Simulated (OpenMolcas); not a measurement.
V2+: ligand-field states by method

V2+ with its 6 nearest oxide ions at 2.17 Å, on the Ca site of CaO (a = 4.8105 Å, distance in the model lattice 2.405 Å). The rest of the host is ab initio model potentials to 7.6 Å, with orthogonalisation functions on the cations behind the ligands, and point charges beyond; the distance is set by hand and nothing relaxes. Ligand basis ANO-RCC-VDZP.
```
V     0.0000    0.0000    0.0000
O     2.1700    0.0000    0.0000
O     0.0000    2.1700    0.0000
O    -2.1700    0.0000    0.0000
O     0.0000   -2.1700    0.0000
O     0.0000    0.0000    2.1700
O     0.0000    0.0000   -2.1700
```

```yaml
Program: OpenMolcas
Basis: ANO-RCC-VTZP [6s5p3d2f1g]
Scalar_Hamiltonian: DKH2, point nucleus
Active_space: 3 electrons in 5 orbitals (3d)
State_averaging: 2S+1 = 4 even, 10 roots; 2S+1 = 2 even, 40 roots
Spin-orbit_coupling: state interaction with AMFI integrals over the reference wave functions
```

I. CASSCF
II. SS-CASPT2, IPEA 0.25 Eh, imaginary shift 0.1 Eh (closed shells correlated: 3s 3p and the ligand valence shells)
III. SS-CASPT2, IPEA 0.25 Eh, imaginary shift 0.2 Eh (closed shells correlated: 3s 3p and the ligand valence shells)

Spin-free states (labels of O, the rotations of Oh) in cm-1, each column counted from its own energy of the first state listed:

```
State  Degeneracy      I     II    III
  4A2           1      0      0      0
  4T2           3  12907  14340  14340
   2E           2  15918  11670  11680
  2T1           3  16668  12390  12390
  4T1           3  20447  20460  20470
  2T2           3  22725  17350  17350
  2A1           1  26156  22830  22830
  2T2           3  29304  26900  26910
  2T1           3  29674  26920  26920
   2E           2  31262  27250  27260
  4T1           3  32276  31370  31370
  2T1           3  35482  31790  31800
  2T2           3  41732  37110  37110
  2T1           3  42885  42190  42190
  2A2           1  43903  37310  37320
  2T2           3  46556  42880  42880
   2E           2  50100  45610  45610
  2T1           3  52900  48930  48930
   2E           2  68480  62300  62300
  2T2           3  71296  64670  64680
```

From I to II, I's first state of the same spin (4T2) moves from 12907 to 14340 cm-1, by about +1400 cm-1.

From I to II, I's first state of another spin (2E) moves from 15918 to 11670 cm-1, by about -4200 cm-1.

I: A least-squares ligand-field fit to the states below 45000 cm-1, each weighted by its degeneracy and with a free common offset, gives 10Dq = 13383 cm-1, B = 891 cm-1 and C = 3302 cm-1 (C/B = 3.70), with an rms deviation of 221 cm-1. The same method and metal basis give the free ion B = 959 cm-1 (fit to its terms below 60000 cm-1, rms deviation 74 cm-1), so the nephelauxetic ratio is β = 891 / 959 = 0.93; it hangs on how both fits weigh the states, and computed free-ion B values tend to be too large, so β mixes covalency with correlation.

II: A least-squares ligand-field fit to the states below 45000 cm-1, each weighted by its degeneracy and with a free common offset, gives 10Dq = 14882 cm-1, B = 682 cm-1 and C = 2556 cm-1 (C/B = 3.75), with an rms deviation of 616 cm-1. The same method and metal basis give the free ion B = 813 cm-1 (fit to its terms below 60000 cm-1, rms deviation 360 cm-1), so the nephelauxetic ratio is β = 682 / 813 = 0.84; it hangs on how both fits weigh the states, and computed free-ion B values tend to be too large, so β mixes covalency with correlation.

III: A least-squares ligand-field fit to the states below 45000 cm-1, each weighted by its degeneracy and with a free common offset, gives 10Dq = 14882 cm-1, B = 682 cm-1 and C = 2558 cm-1 (C/B = 3.75), with an rms deviation of 615 cm-1. 

From I to II, 10Dq changes by +11 %, B by -23 % and C by -23 %.

χT at 300 K: I 1.86, II 1.86, III 1.86 cm3 K/mol.

Roots that are degenerate in the reference are averaged as groups; the widest CASPT2 spread within a group is 130 cm-1 (the 2-fold group of multiplicity 2 near 27300 cm-1 above the lowest state of its run, II). Shifts and gaps below about the spread of the groups concerned are not significant. Over all roots computed the reference weight is 0.70 to 0.71 in II, 0.71 in III; a low but even weight reflects the number of correlated electrons. Ligand-to-metal charge-transfer states are missing. With no ligand orbital active B as a rule stays too high, so bands that hang on it stand too high and its fall with covalency is understated. Without dynamic correlation the repulsion within the d shell is too large (B by tens of per cent), so at a given field states of lower spin stand too high (holds for I). With metal d orbitals alone and no dynamic correlation 10Dq can be off by a tenth to a fifth, either way, in oxide and fluoride hosts (holds for I). With one d shell and no ligand orbital active, 10Dq can be off by tens of per cent for divalent 3d ions, low with halides held by bare charges and at times high in hosts (holds for II; III). The distance lies 4 % under the 2.252 Å that this model takes as the normal distance (a Shannon-type radius plus a fixed donor radius, weighted with the host); by an R⁻⁵ law this alone changes a d-shell field by about +20 %. No measured value stands beside these numbers; the geometry was set by hand and not optimised.
